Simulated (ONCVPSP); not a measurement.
What one change does to a pseudopotential (Tb (Z = 65), ONCV)

terbium, optimised norm-conserving Vanderbilt (ONCV), made with ONCVPSP 4.0.1 (LDA (Perdew-Zunger), scalar-relativistic). Core [Kr] 4d10 4f8, reference 5s2 5p6 5d1 6s2. Waves: 5s+6s: rc 1.70 bohr, ncon 3, nbas 6, qcut 6.3 1/bohr, 2 projectors; 5p: rc 1.85 bohr, ncon 3, nbas 7, qcut 7.3 1/bohr, 2 projectors, debl 1.6 Ha; 5d: rc 3.50 bohr, ncon 4, nbas 9, qcut 3.6 1/bohr, 2 projectors, debl 1.8 Ha; f scattering state at 0.17 Ha: rc 3.55 bohr, ncon 3, nbas 6, qcut 3.6 1/bohr, 2 projectors, debl 3.5 Ha. Local part: polynomial inside 1.45 bohr (lpopt 4, dvloc0 0 Ha). Core correction: Teter function, fcfact 2, rcfact 1.55.

Change: core correction Teter function, fcfact 2, rcfact 1.76.

Cutoffs: the cutoffs (Ha) at which the residual kinetic energy of the hardest occupied pseudo-wave falls to 1 and 0.1 mHa per electron; they do not see the model core or the augmentation charge, which bear on the density cutoff. Errors are all-electron minus pseudo energies relative to the spin-unpolarised reference configuration.

Q: Predict the effect on cutoff, ghosts and configuration errors.

A: The potential gets neither clearly harder nor softer (17 Ha and 21 Ha → 17 Ha and 21 Ha); of the 3 tests that both files solve, the error grows in 2 and shrinks in 0 by more than 15 % and 0.3 meV (median size 2.0 → 2.4 meV); neither file shows a bound ghost. A model core, the more so a compact one, raises the density cutoff, which this test does not measure.

```csv
quantity,base,changed
"cutoff, loose",17 Ha,17 Ha
"cutoff, tight",21 Ha,21 Ha
bound ghosts,none,none
GHOST(+) flags under 300 eV,s at 210.4 eV,s at 210.4 eV
"tests counted as reliable (solved cleanly; for ONCVPSP, near-neutral configurations with less than one 5d electron left out)",3 of 4,3 of 4
"error for 5s2 5p6 5d1 6s1, meV [ΔE 6.95 eV]",-2.0,-2.4
"error for 5s2 5p6 5d1 6s0, meV [ΔE 19.50 eV]",-5.0,-8.6
"error for 5s2 5p6 5d1 6s1.5, meV [ΔE 2.81 eV]",-0.7,-0.8
s: phases at 1.73 bohr within 0.05 rad from the reference energy up to (Ha; the scan ends near 5),to the end of the scan,to the end of the scan
p: phases at 1.88 bohr within 0.05 rad from the reference energy up to (Ha; the scan ends near 5),to the end of the scan,to the end of the scan
d: phases at 3.55 bohr within 0.05 rad from the reference energy up to (Ha; the scan ends near 5),0.5,0.5
f: phases at 3.61 bohr within 0.05 rad from the reference energy up to (Ha; the scan ends near 5),0.7,0.7
"rms error of d²Exc/dni dnj with the model core, mHa",2.15,1.15
```
